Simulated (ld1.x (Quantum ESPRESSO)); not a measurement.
## Which change was made? (Sn, TM)

- Element: tin (Sn)
- Generator: ld1.x (Quantum ESPRESSO) 7.5
- Type: norm-conserving Troullier–Martins (Kleinman–Bylander form)
- Functional: PBE
- Relativity: scalar-relativistic
- Frozen core: [Kr]
- Valence charge: 14
- Reference configuration: 4d10 5s2 5p2
- Partial waves: 5s (bound): rc 1.65 bohr; 5p (bound): rc 1.80 bohr; 4d (bound): rc 0.90 bohr
- Local potential: all-electron potential smoothed inside 1.55 bohr (lloc = -1)
- Core correction: none

Cutoffs, loose and tight: the cutoffs (Ry, on a coarse ladder) from which the occupation-weighted sum of valence levels, in a spherical-Bessel basis at the reference potential, stays within 10 and 1 mRy of its value at 400 Ry. They do not see the model core or the augmentation charge, which bear on the density cutoff. Test errors are all-electron minus pseudo excitation energies from the reference, over the configurations 4d10 5s2 5p1; 4d10 5s2 5p0; 4d10 5s1 5p0; 4d10 5s1 5p2; 4d10 5s1 5p3; 4d10 5s0 5p0; 4d10 5s2 5p1.5; variants that change the core or the reference have their own tests. The largest error is taken over the tests solved by every variant that gives reliable tests at all, those not shown here included: 4d10 5s0 5p0; 4d10 5s1 5p3; 4d10 5s2 5p1; 4d10 5s2 5p1.5.

The base gives: outcome: generated; cutoff, loose: 160 Ry; cutoff, tight: 300 Ry; bound ghosts: s; largest test error (meV): +137.

After one change the result is: outcome: generated; cutoff, loose: over 300 Ry; cutoff, tight: over 300 Ry; bound ghosts: p, s; largest test error (meV): +178. Which change was it?
A. all radii scaled by about 0.92 (s 1.52, p 1.66, d 0.82 bohr); local potential all-electron potential smoothed inside 1.42 bohr (lloc = -1)
B. all radii scaled by about 1.22 (s 2.00, p 2.20, d 1.10 bohr); local potential all-electron potential smoothed inside 1.88 bohr (lloc = -1)
C. all radii scaled by about 0.80 (s 1.32, p 1.44, d 0.72 bohr); local potential all-electron potential smoothed inside 1.24 bohr (lloc = -1)
D. all radii scaled by about 1.37 (s 2.26, p 2.46, d 1.24 bohr); local potential all-electron potential smoothed inside 2.12 bohr (lloc = -1)

C. The others give: all radii scaled by about 1.22 (s 2.00, p 2.20, d 1.10 bohr); local potential all-electron potential smoothed inside 1.88 bohr (lloc = -1) → outcome: generated; cutoff, loose: 100 Ry; cutoff, tight: 160 Ry; bound ghosts: s; largest test error (meV): +129 | all radii scaled by about 1.37 (s 2.26, p 2.46, d 1.24 bohr); local potential all-electron potential smoothed inside 2.12 bohr (lloc = -1) → outcome: generated; cutoff, loose: 100 Ry; cutoff, tight: 160 Ry; bound ghosts: none; largest test error (meV): +119 | all radii scaled by about 0.92 (s 1.52, p 1.66, d 0.82 bohr); local potential all-electron potential smoothed inside 1.42 bohr (lloc = -1) → outcome: generated; cutoff, loose: 230 Ry; cutoff, tight: over 300 Ry; bound ghosts: s, p; largest test error (meV): +155.
